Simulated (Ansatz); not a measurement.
The cluster B12. The state is a triplet with charge 0. Geometry r2SCAN-D4/def2-SVP, that of the charge +1 doublet; atoms count from 1.

```xyz
12

B     0.389   -1.379   -1.162
B    -0.839    1.565    0.477
B     0.942   -1.480    0.357
B     0.543    0.208   -1.706
B    -1.209    0.192    1.380
B    -1.760    0.297   -0.140
B     1.660   -0.378   -0.694
B    -0.962   -0.477   -1.389
B     0.150   -0.697    1.604
B    -0.691    1.160   -1.112
B     0.277    0.977    1.489
B     1.502    0.012    0.897
```

At PBE0-D4/def2-TZVP a singlet of charge 0 lies 1.54 eV below the triplet at the same geometry. The structure comes from a short search, and lower isomers may exist.

Estimate the Mulliken populations from the PBE0/def2-TZVP orbitals of Ansatz.


```tsv
atom	charge (e)	spin (α − β)
B1	-0.02	0.03
B2	-0.02	0.05
B3	0.00	0.18
B4	-0.01	0.14
B5	-0.02	0.03
B6	0.00	0.18
B7	-0.02	0.05
B8	0.02	0.29
B9	0.02	0.29
B10	0.02	0.31
B11	-0.01	0.14
B12	0.02	0.31
```
Mulliken values depend strongly on the basis.

Where does the spin sit?

Summed by element: B 2.00, of 2 unpaired in all. Largest on single atoms: B12 0.31, B10 0.31, B9 0.29.

And the Mayer bond orders between heavy atoms (over 0.3)?

B1–B3 1.01 (1.62 Å); B1–B4 0.68 (1.68 Å); B1–B7 0.68 (1.68 Å); B1–B8 0.96 (1.64 Å); B2–B5 0.68 (1.68 Å); B2–B6 0.68 (1.68 Å); B2–B10 0.95 (1.65 Å); B2–B11 1.02 (1.62 Å); B3–B7 0.68 (1.68 Å); B3–B9 0.90 (1.67 Å); B3–B12 0.68 (1.68 Å); B4–B7 1.02 (1.62 Å); B4–B8 0.68 (1.68 Å); B4–B10 0.91 (1.67 Å); B5–B6 1.01 (1.62 Å); B5–B9 0.96 (1.64 Å); B5–B11 0.68 (1.68 Å); B6–B8 0.90 (1.67 Å); B6–B10 0.68 (1.68 Å); B7–B12 0.95 (1.65 Å); B8–B10 0.69 (1.68 Å); B9–B11 0.68 (1.68 Å); B9–B12 0.69 (1.68 Å); B11–B12 0.91 (1.67 Å).
